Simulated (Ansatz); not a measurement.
Reaction (cleavage of the Ga–B bond): `[BH2][GaH][F]` + HI → `[F][GaH][I]` + BH₃

Computed with Ansatz on PBE0-D4/def2-TZVP structures; ΔE is electronic, products minus reactants. CCSD(T)/CBS adds triple-zeta CCSD(T) − MP2 to the extrapolated MP2 energy (def2 sets, frozen cores). This one scheme is used for every species. DFT in def2-TZVPP. def2 core potentials past Kr. For Ga, I outer-core shells are correlated without core-valence functions, which leaves a few kJ/mol of doubt a bond. Scalar relativity is left out up to krypton.

CCSD(T)/CBS gives -33.5 kcal/mol.

Task: Another level gave -33.4 kcal/mol. Which?
A. LC-ωPBE/def2-TZVPP
B. MP2/def2-TZVPP
C. r2SCAN/def2-TZVPP
D. r2SCAN0/def2-TZVPP

Result: C. r2SCAN -33.4, LC-ωPBE -31.5, r2SCAN0 -34.6, MP2/def2-TZVPP -36.1 kcal/mol.

Largest T1 diagnostic among the species: 0.014.

From BLYP to BHLYP (50 % exact exchange), in def2-TZVPP and without D4, ΔE moves by −3.6 kcal/mol. In def2-TZVPP, CCSD(T) changes the Hartree–Fock value by +5.1 kcal/mol (the triples alone add −0.0 kcal/mol) and MP2 by +2.0 kcal/mol. Leaving LDA and LC-ωPBE aside and taking each functional with its dispersion term where it has one, the values, not all of them listed here, spread over 4.9 kcal/mol, from BHLYP-D4 to revPBE-D4. LDA lies +1.3 kcal/mol from PBE without D4.
